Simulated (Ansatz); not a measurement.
Ansatz (a program for electronic structure) input file for ammonium (H₄N), SMILES [NH4+], charge +1, B3LYP-D3(BJ)/def2-TZVPD. 

Ansatz 0.2 input:
```yaml
crystal:
  periodic: [false, false, false]
  atoms:
    - {symbol: N, position_ang: [-0.00000000, -0.00000000, -0.00000000]}
    - {symbol: H, position_ang: [0.59442787, -0.59442787, 0.59442787]}
    - {symbol: H, position_ang: [-0.59442787, -0.59442787, -0.59442787]}
    - {symbol: H, position_ang: [-0.59442787, 0.59442787, 0.59442787]}
    - {symbol: H, position_ang: [0.59442787, 0.59442787, -0.59442786]}
basis:
  gaussian:
    orbitals: def2-TZVPD
hamiltonian:
  xc: b3lyp
  dispersion: d3bj
total_charge: 1
relax: {f_tol: 0.002, max_steps: 200}
```

Output:

```
WARN ansatz: RAYON_NUM_THREADS=1 ignored (pool sized by the plan → 1); use --threads N
Functional definition: B3LYP
integrals: 0.01 GiB planned
383 factors; their error is unknown
mean field: 0.12 GiB planned
mean field evaluation 1: about -1534.6191 eV, gradient 9.3e1 eV
mean field evaluation 2: about -1526.9829 eV, gradient 1.0e2 eV
mean field evaluation 4: about -1548.9867 eV, gradient 1.7e-1 eV
mean field evaluation 8: about -1548.9786 eV, gradient 3.6e-1 eV
mean field -1548.97878597 eV, -56.9239204487 hartree, gradient 5.0e-5 eV, S^2 0.000000; 0 other end points of the search recorded, 0 dependent functions left out
the calculation of the forces begins
reference -1548.97892911 eV, -56.9239257093 hartree; 5, 5 occupied and 68, 68 virtual orbitals, 383 factors
relax step   1: F+E_penalty+E_count = -1549.03028810 eV  Δ(F+E_penalty+E_count) = +0.000e0 eV  max|allowed force component| = 1.065e-1 eV/Å  Δτ_max = 0.0000 Å  (26 SCF iters, accepted)
these checks for a lower state are left out or cut short: starts, cluster_reference, orbital_swaps, neighbouring_geometries, increment
integrals: 0.01 GiB planned
383 factors; their error is unknown
mean field: 0.12 GiB planned
mean field evaluation 16: about -1548.9875 eV, gradient 5.6e-1 eV
mean field -1548.98031988 eV, -56.9239768191 hartree, gradient 5.3e-6 eV, S^2 0.000000; 0 other end points of the search recorded, 0 dependent functions left out
the calculation of the forces begins
reference -1548.98046289 eV, -56.9239820747 hartree; 5, 5 occupied and 68, 68 virtual orbitals, 383 factors
relax step   2: F+E_penalty+E_count = -1549.03182878 eV  Δ(F+E_penalty+E_count) = -1.541e-3 eV  max|allowed force component| = 2.834e-2 eV/Å  Δτ_max = 0.0033 Å  (28 SCF iters, accepted)
these checks for a lower state are left out or cut short: starts, cluster_reference, orbital_swaps, neighbouring_geometries, increment
integrals: 0.01 GiB planned
383 factors; their error is unknown
mean field: 0.12 GiB planned
mean field -1548.98043305 eV, -56.9239809778 hartree, gradient 5.0e-6 eV, S^2 0.000000; 0 other end points of the search recorded, 0 dependent functions left out
the calculation of the forces begins
reference -1548.98057601 eV, -56.9239862317 hartree; 5, 5 occupied and 68, 68 virtual orbitals, 383 factors
relax step   3: F+E_penalty+E_count = -1549.03194438 eV  Δ(F+E_penalty+E_count) = -1.156e-4 eV  max|allowed force component| = 2.556e-4 eV/Å  Δτ_max = 0.0012 Å  (28 SCF iters, accepted)
integrals: 0.01 GiB planned
383 factors; their error is unknown
mean field: 0.12 GiB planned
mean field evaluation 32: about -1548.9880 eV, gradient 3.4e-1 eV
mean field -1548.98043305 eV, -56.9239809778 hartree, gradient 5.0e-6 eV, S^2 0.000000; 1 other end points of the search recorded, 0 dependent functions left out
the calculation of the forces begins
reference -1548.98057601 eV, -56.9239862317 hartree; 5, 5 occupied and 68, 68 virtual orbitals, 383 factors
Total energy: -1549.03208734 eV, -56.9258792382 hartree
Atom 0 at    -0.000000     0.000000    -0.000000 Å, force     0.000000    -0.000001    -0.000000 eV/Å
Atom 1 at     0.591842    -0.591842     0.591842 Å, force     0.000255    -0.000255     0.000255 eV/Å
Atom 2 at    -0.591842    -0.591842    -0.591842 Å, force    -0.000255    -0.000255    -0.000255 eV/Å
Atom 3 at    -0.591842     0.591842     0.591842 Å, force    -0.000256     0.000256     0.000256 eV/Å
Atom 4 at     0.591842     0.591842    -0.591842 Å, force     0.000256     0.000256    -0.000256 eV/Å
Dipole moment:    -0.000000    -0.000000    -0.000000 e Å
```

Self-consistency was reached.

Cost: roughly 2.7 core-seconds.
